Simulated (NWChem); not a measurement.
System: CH$_{2}$NS, doublet; SMILES N[C]=S

Here is an NWChem input.

```
start job
memory heap 200 mb stack 900 mb global 1100 mb
geometry units angstroms noautosym nocenter noautoz
  N      0.147998     1.585452     0.000000
  C     -0.426398     0.405154     0.000000
  S      0.039413    -1.121665     0.000000
  H      1.162338     1.702191     0.000000
  H     -0.410875     2.431046     0.000000
end
basis spherical
  * library 6-31g*
end
dft
  odft
  mult 2
  xc b3lyp
  iterations 150
end
cosmo
  do_cosmo_smd true
  solvent dioxane
end
task dft energy
```

NWChem printed, in part:

```
             Northwest Computational Chemistry Package (NWChem) 7.3.0
             --------------------------------------------------------

                             Geometry "geometry" -> ""
                             -------------------------

 Output coordinates in angstroms (scale by  1.889725989 to convert to a.u.)

  No.       Tag          Charge          X              Y              Z
 ---- ---------------- ---------- -------------- -------------- --------------
    1 N                    7.0000     0.14799800     1.58545200     0.00000000
    2 C                    6.0000    -0.42639800     0.40515400     0.00000000
    3 S                   16.0000     0.03941300    -1.12166500     0.00000000
    4 H                    1.0000     1.16233800     1.70219100     0.00000000
    5 H                    1.0000    -0.41087500     2.43104600     0.00000000

 Effective nuclear repulsion energy (a.u.)      86.4853086506

                                 NWChem DFT Module
                                 -----------------

 Summary of "ao basis" -> "ao basis" (spherical)
 ------------------------------------------------------------------------------
       Tag                 Description            Shells   Functions and Types
 ---------------- ------------------------------  ------  ---------------------
 N                           6-31g*                  6       14   3s2p1d
 C                           6-31g*                  6       14   3s2p1d
 S                           6-31g*                  8       18   4s3p1d
 H                           6-31g*                  2        2   2s

 in cosmo_initialize ...
 calling solv_data for solv:dioxane

 solvent parameters
 solvname_short: dioxane
 solvname_long:  1,4-dioxane
 dielec:        2.2099
 dielecinf:     2.0232
 nonaqueous SMD model solvent descriptors
 dielec:        2.2099
 sola:          0.0000
 solb:          0.6400
 solc:          0.0000
 solg:         47.1400
 solh:          0.0000
 soln:          1.4224

          ---------------
          -cosmo- solvent
          ---------------
 Cosmo: York-Karplus, doi: 10.1021/jp992097l
 dielectric constant -eps-     =   2.21
 screen = (eps-1)/(eps    )    =   0.54749
 surface charge correction     = lagrangian

   van der Waals surface
 --------------------------

 ---------- ATOMIC COORDINATES (A.U.) ------------ VDWR(ANG.) --
     1    0.27967567    2.99606985    0.00000000     1.890
     2   -0.80577538    0.76563004    0.00000000     1.850
     3    0.07447977   -2.11963950    0.00000000     2.490
     4    2.19650033    3.21667457    0.00000000     1.200
     5   -0.77644117    4.59401081    0.00000000     1.200
 number of segments per atom =        128
 number of   points per atom =        128
 atom (   nspa,  nppa )
 ----------------------
    1 (     68,     0 )       0
    2 (     38,     0 )       0
    3 (    104,     0 )       0
    4 (     42,     0 )       0
    5 (     46,     0 )       0
 number of -cosmo- surface points =      298
 molecular surface =    102.822 angstrom**2
 molecular volume  =     87.814 angstrom**3
 -lineq- algorithm             =   0
 -bem- low  level              =   3
 -bem- from -octahedral-
 gaussian surface charge width =   4.50000
 degree of switching           =   1.00000
 switching function tolerance  =   0.00010
 atomic radii =
 --------------
    1  7.000  1.890
    2  6.000  1.850
    3 16.000  2.490
    4  1.000  1.200
    5  1.000  1.200
 ...... end of -cosmo- initialization ......

 nat:                     5
 ixmem:                  1509
 calling mnsol_interface()
 G(SMD-CDS) energy (kcal/mol)  =     0.808
 SMD-CDS SASA (angstrom**2)    =   102.222

[...]

                                COSMO-SMD solvation results
                                ---------------------------

             internal energy in gas <Psi(g)|H|Psi(g)> =      -492.187020236890
         internal energy in solvent <Psi(s)|H|Psi(s)> =      -492.186194901028
                               delta internal energy  =         0.000825335862 (    0.52 kcal/mol)
   total free energy in solvent <Psi(s)|H+V/2|Psi(s)> =      -492.193780954819
 polarization energy contribution <Psi(s)|V/2|Psi(s)> =        -0.007586053791 (   -4.76 kcal/mol)
    total free energy in solvent including G(SMD-CDS) =      -492.192494041244
                       G(SMD-CDS) energy contribution =         0.001286913576 (    0.81 kcal/mol)
     1 M fixed-concentration free energy of solvation =        -0.005473804354 (   -3.43 kcal/mol)

                    DFT Final Alpha Molecular Orbital Analysis
                    ------------------------------------------

 Vector   14  Occ=1.000000D+00  E=-3.149373D-01
              MO Center= -2.9D-01, -2.7D-01,  3.8D-11, r^2= 2.1D+00
   Bfn.  Coefficient  Atom+Function         Bfn.  Coefficient  Atom+Function
  ----- ------------  ---------------      ----- ------------  ---------------
    17      0.386887  2 C  px                35      0.385712  3 S  px
    36      0.325327  3 S  py                21      0.253525  2 C  px
    39      0.193508  3 S  px                31     -0.148876  3 S  px
    32     -0.127523  3 S  py                40      0.110061  3 S  py
    18     -0.107411  2 C  py                 3     -0.105256  1 N  px

 Vector   15  Occ=1.000000D+00  E=-2.565674D-01
              MO Center=  4.0D-02, -3.0D-01,  8.1D-09, r^2= 2.7D+00
   Bfn.  Coefficient  Atom+Function         Bfn.  Coefficient  Atom+Function
  ----- ------------  ---------------      ----- ------------  ---------------
    37      0.584450  3 S  pz                 5     -0.346778  1 N  pz
    41      0.330191  3 S  pz                 9     -0.307441  1 N  pz
    33     -0.223277  3 S  pz                19      0.099124  2 C  pz
    23      0.084321  2 C  pz                25     -0.034280  2 C  d -1

 Vector   16  Occ=1.000000D+00  E=-1.903427D-01
              MO Center= -2.0D-01, -3.5D-01,  6.6D-11, r^2= 2.5D+00
   Bfn.  Coefficient  Atom+Function         Bfn.  Coefficient  Atom+Function
  ----- ------------  ---------------      ----- ------------  ---------------
    35      0.546101  3 S  px                17     -0.394707  2 C  px
    39      0.379034  3 S  px                21     -0.333322  2 C  px
    20      0.306204  2 C  s                  6     -0.209401  1 N  s
    31     -0.203201  3 S  px                48      0.186741  4 H  s
    16      0.103976  2 C  s                 22      0.103496  2 C  py

 Vector   17  Occ=0.000000D+00  E=-1.904163D-02
              MO Center= -1.9D-01,  1.8D-01, -5.8D-10, r^2= 2.4D+00
   Bfn.  Coefficient  Atom+Function         Bfn.  Coefficient  Atom+Function
  ----- ------------  ---------------      ----- ------------  ---------------
    23      0.625453  2 C  pz                19      0.525545  2 C  pz
     9     -0.410344  1 N  pz                41     -0.404755  3 S  pz
    37     -0.328821  3 S  pz                 5     -0.306391  1 N  pz
    33      0.120912  3 S  pz                43      0.084599  3 S  d -1
    45      0.030175  3 S  d  1              11     -0.025487  1 N  d -1

 Vector   18  Occ=0.000000D+00  E= 7.358252D-02
              MO Center=  2.7D-01,  2.1D+00,  1.5D-10, r^2= 3.1D+00
   Bfn.  Coefficient  Atom+Function         Bfn.  Coefficient  Atom+Function
  ----- ------------  ---------------      ----- ------------  ---------------
     6      1.596254  1 N  s                 50     -1.182530  5 H  s
    48     -0.991770  4 H  s                  8      0.379946  1 N  py
    38     -0.304094  3 S  s                 22     -0.265573  2 C  py
     2      0.214671  1 N  s                  4      0.170739  1 N  py
    40     -0.139307  3 S  py                39      0.134888  3 S  px

 Vector   19  Occ=0.000000D+00  E= 9.873181D-02
              MO Center=  1.7D-01, -3.5D-01,  1.7D-09, r^2= 4.7D+00
   Bfn.  Coefficient  Atom+Function         Bfn.  Coefficient  Atom+Function
  ----- ------------  ---------------      ----- ------------  ---------------
    20      1.597552  2 C  s                 40     -1.224710  3 S  py
    38     -1.051929  3 S  s                 50      0.652721  5 H  s
    48     -0.600416  4 H  s                 22     -0.488033  2 C  py
     7      0.443748  1 N  px                39      0.306790  3 S  px
    36     -0.287204  3 S  py                21      0.238141  2 C  px

                     DFT Final Beta Molecular Orbital Analysis
                     -----------------------------------------

 Vector   13  Occ=1.000000D+00  E=-3.806498D-01
              MO Center= -4.1D-02,  9.3D-01,  1.1D-09, r^2= 1.6D+00
   Bfn.  Coefficient  Atom+Function         Bfn.  Coefficient  Atom+Function
  ----- ------------  ---------------      ----- ------------  ---------------
     5      0.462609  1 N  pz                 9      0.327819  1 N  pz
    19      0.327038  2 C  pz                37      0.212200  3 S  pz
    23      0.164804  2 C  pz                41      0.092387  3 S  pz
    33     -0.084602  3 S  pz                43      0.033190  3 S  d -1

 Vector   14  Occ=1.000000D+00  E=-2.721484D-01
              MO Center= -2.1D-01, -5.2D-01,  5.8D-10, r^2= 2.0D+00
   Bfn.  Coefficient  Atom+Function         Bfn.  Coefficient  Atom+Function
  ----- ------------  ---------------      ----- ------------  ---------------
    35      0.481894  3 S  px                17      0.291545  2 C  px
    36      0.283430  3 S  py                39      0.263183  3 S  px
    21      0.230680  2 C  px                31     -0.187762  3 S  px
    40      0.126085  3 S  py                 6     -0.116367  1 N  s
    32     -0.108761  3 S  py                50      0.085230  5 H  s

[...]
```

Level: B3LYP/6-31G* (spherical d), spin-unrestricted, SMD on the gas-phase geometry. In the optimisation the excess spin sits in a' (Cs, its own frame). Structure relaxed at the PBE0/def2-SVP, spin-unrestricted level. No stability test was run on the SCF state. Solvent: 1,4-dioxane.
